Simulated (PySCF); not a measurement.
WCl3, SMILES [Cl][W]([Cl])[Cl] (connectivity only; charge and spin as stated), neutral, multiplicity 4.

Coordinates come from a B3LYP-D3(BJ)/def2-SVP optimisation. The spin state was assumed, not searched. The def2 effective core potentials stand for the cores of W; spin–orbit coupling is left out.

The numbers are results of M06-2X/def2-TZVPD (PySCF), not measurements.

The molecule is in vacuum.

The total energy comes out as -1447.71017 hartree and the point group comes out as D3h. The α spin, highest occupied and lowest empty level is -8.30 and -2.29 eV and the β spin, highest occupied and lowest empty level comes out as -11.04 and -4.12 eV. The dipole moment is 0.00 D. The quadrupole, principal values (traceless, Buckingham form, about the centre of nuclear charge) comes out as -1.81, -1.80, 3.61 D·Å, the mean static polarisability comes out as 83.1 bohr³ (12.32 Å³) and the polarisability, principal values is 62.3, 93.6, 93.6 bohr³. The ⟨S²⟩ is 3.766 (pure state 3.75).
